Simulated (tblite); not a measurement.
Species: C₇H₃ClFO (doublet state).
Z-matrix (Å and degrees, GFN2-xTB geometry), rows numbered from 1:
```
O 
C   1  1.2079
C   2  1.5095  1  121.90
C   3  1.2953  2  117.95  1   140.81
C   4  1.3473  3  146.61  2    26.18
C   5  1.3954  4  116.13  3    21.63
C   6  1.3956  5  123.10  4   -24.92
F   7  1.3524  6  112.95  5  -178.93
C   7  1.3916  6  131.92  5    -7.04
Cl  9  1.7269  2  112.58  1    14.23
H   3  1.0769  2  115.21  1   -36.55
H   5  1.0779  4  122.69  3  -162.58
H   6  1.0809  5  120.58  4   161.37
```

Computed values, GFN2-xTB/tblite, gas phase, harmonic and unscaled. Against measured fundamentals such values can be off by several per cent, at times by over 20. One conformer, not necessarily the lowest. Open shells enter through the occupations alone, without spin polarisation, and single modes of such species can be off by tens of per cent.

Harmonic wavenumbers (cm⁻¹): 68.4, 123.0, 213.8, 220.5, 261.1, 296.8, 355.1, 380.7, 453.3, 484.8, 524.7, 566.8, 604.0, 634.9, 668.9, 749.2, 768.9, 830.2, 904.3, 970.0, 1031.1, 1094.9, 1140.6, 1154.3, 1222.6, 1327.7, 1422.4, 1457.6, 1695.3, 1837.1, 3077.9, 3092.4, 3092.8.

A = 1604, B = 1240, C = 720.2 MHz; mass 156.986 u (most abundant isotopes); point group C1, symmetry number 1; spin multiplicity 2.

Question: What is the zero-point energy?

Answer: ½Σν̃ = 16363 cm⁻¹ = 46.78 kcal/mol.

Question: Give the ideal-gas entropy at 298.15 K and 1 bar in the rigid-rotor, harmonic-oscillator model (classical rotation).

Answer: Translation 41.09, rotation 29.80, vibration 21.52, spin (R ln 2) 1.38: S = 93.8 cal/(mol K).

Question: And Cp and H(298.15 K) − H(0)?

Answer: Cp = 34.42 cal/(mol K), of which vibrations give 26.47 (their classical limit is 33 R = 65.6); H(298.15 K) − H(0) = 6.09 kcal/mol without the zero-point energy, 3.72 from vibrations.

Question: Which modes carry the vibrational entropy at 298.15 K?

Answer: 68.4 cm⁻¹: 4.20; 123.0 cm⁻¹: 3.05; 213.8 cm⁻¹: 2.01; 220.5 cm⁻¹: 1.95; 261.1 cm⁻¹: 1.65; 296.8 cm⁻¹: 1.43 cal/(mol K); the other 27 give 7.22 together.

Question: What must be added to the electronic energy to get the Gibbs energy at 298.15 K and 1 bar?

Answer: ZPE + [H(298.15 K) − H(0)] − T·S = 46.78 + 6.09 − 27.96 = 24.91 kcal/mol.

Question: How do the functions run with temperature in this model?

Answer: 
```
T (K)  S (cal/(mol K))  Cp (cal/(mol K))  H − H(0) (kcal/mol)  G − H(0) (kcal/mol)  ln q(vib)
  150             75.3              20.5                 1.98                -9.31       1.61
  250             88.1              30.3                 4.53               -17.49       3.55
  400            105.0              41.8                 9.99               -32.00       6.72
  600            124.0              51.8                19.44               -54.96      10.94
  900            146.7              60.0                36.34               -95.72      16.74
```

q(vib) and H(0) count from the zero-point level.

Hindered rotation and anharmonicity are outside this model. Other conformers, if any are populated, would add a mixing term that is left out. The structure is chiral; the term R ln 2 for an equal mix with its mirror image is left out.
